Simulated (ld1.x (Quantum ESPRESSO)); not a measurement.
## boron (B): excitation energies, all-electron against PAW

ld1.x (Quantum ESPRESSO) 7.5 input, shortened:

```
&input
   title='B', zed=5., rel=1, dft='PBE', iswitch=3,
   config='[He] 2s2 2p1 3d-2'
 /
 &inputp
   pseudotype=3, lpaw=.true., tm=.true., lloc=-1, rcloc=2.50,
   nlcc=.true.,
   which_augfun='BESSEL', rmatch_augfun=1.50
 /
6
2S  1  0   2.00   0.00  1.30  1.60  0.0
2S  1  0   0.00  -0.10  1.30  1.60  0.0
2P  2  1   1.00   0.00  2.60  3.30  0.0
2P  2  1   0.00   1.85  2.60  3.30  0.0
3D  3  2  -2.00  -0.10  3.30  3.55  0.0
3D  3  2  -2.00   1.00  3.30  3.55  0.0
 &test
   configts(1)='2s2 2p1'
 /
```

Energies are relative to the spin-unpolarised reference configuration 2s2 2p1; without spin polarisation the order of configurations can differ from experiment. The frozen-core shift is the all-electron ΔE with the core orbitals held at their reference shape minus the fully relaxed ΔE.

```
valence configuration  charge  ΔE all-electron (eV)  error AE − PS (meV)  frozen-core shift (meV)
              2s2 2p0      +1                 8.220                  +21                     +0.3
              2s1 2p0      +2                33.642                  -17                     +5.5
            2s2 2p0.5    +0.5                 2.887                 +2.8                      0.0
              2s0 2p3       0                11.721                 +3.1                     +1.8
              2s1 2p1      +1                14.361                  +25                     +1.0
```

Task: What are ΔE and the potential's error for 2s1 2p2?

Result: ΔE = 5.851 eV all-electron; the error (AE − PS) is +35 meV.

Task: What are ΔE and the potential's error for 2s2 2p1.3?

Result: ΔE = -0.738 eV all-electron; the error (AE − PS) is +0.9 meV.

Levels in the configuration 2s2 2p1.3:

| level | all-electron (eV) | pseudo (eV) |
| --- | --- | --- |
| 2s | -7.060 | -7.056 |
| 2p | -1.382 | -1.387 |
